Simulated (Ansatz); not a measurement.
Calculated with Ansatz (gas phase, PBE0-D4/def2-TZVP geometries, no zero-point term in ΔE). CBS: MP2 limit from def2 TZ/QZ plus the TZ coupled-cluster correction, frozen cores. This one scheme is used for every species. DFT in def2-TZVPP. Each species was taken in one conformer, which may not be the lowest.

Reaction (formal exchange of groups at a C–F bond): `[CH3][AlH][CH2]F` + BH₃ → `B[CH2][AlH][CH3]` + H–F

`[CH3][AlH][CH2]F`:

Cartesian coordinates in Å:
```
C -0.130 -1.574 0.711
Al 0.020 0.371 0.650
C 0.111 1.266 -1.118
F 0.219 2.657 -1.013
H -1.036 -1.876 1.248
H -0.158 -2.041 -0.277
H 0.710 -2.009 1.263
H 0.071 1.245 1.975
H -0.775 1.048 -1.730
H 0.968 0.912 -1.709
```

BH₃:

```xyz
4

B     0.000    0.000    0.000
H    -1.004    0.573   -0.295
H    -0.050   -0.985    0.672
H     1.055    0.412   -0.377
```

`B[CH2][AlH][CH3]`:

```xyz
12

B    -1.175    0.861    1.332
C    -1.216   -0.509    0.708
Al    0.656   -0.726    0.058
C     1.256    0.167   -1.562
H    -1.310    1.847    0.659
H    -0.903    1.000    2.494
H    -1.358   -1.371    1.364
H    -1.752   -0.602   -0.243
H     1.603   -1.720    0.856
H     1.644   -0.549   -2.294
H     2.084    0.848   -1.331
H     0.470    0.754   -2.041
```

H–F:

```xyz
2

F    -0.069    0.383    0.246
H     0.069   -0.383   -0.246
```

CCSD(T)/CBS gives -1.80 eV.

(1) Another level gave -1.75 eV. Which?
A. BHLYP-D4/def2-TZVPP
B. PBE-D4/def2-TZVPP
C. CAM-B3LYP/def2-TZVPP
D. PBE/def2-TZVPP

Largest T1 diagnostic among the species: 0.011.

## Answers

(1) D. PBE -1.75, PBE-D4 -1.79, BHLYP-D4 -1.61, CAM-B3LYP -1.57 eV.

The D4 term adds −0.07 eV with B3LYP and −0.04 eV with PBE0; it sums over pairs of atoms, weighted by their polarisabilities, and B3LYP, whose exchange is more repulsive, gets the larger term. In def2-TZVPP, CCSD(T) changes the Hartree–Fock value by −0.40 eV (the triples alone add −0.05 eV) and MP2 by −0.54 eV.

B3LYP here is the variant with VWN-RPA as its local correlation; programs differ in this.
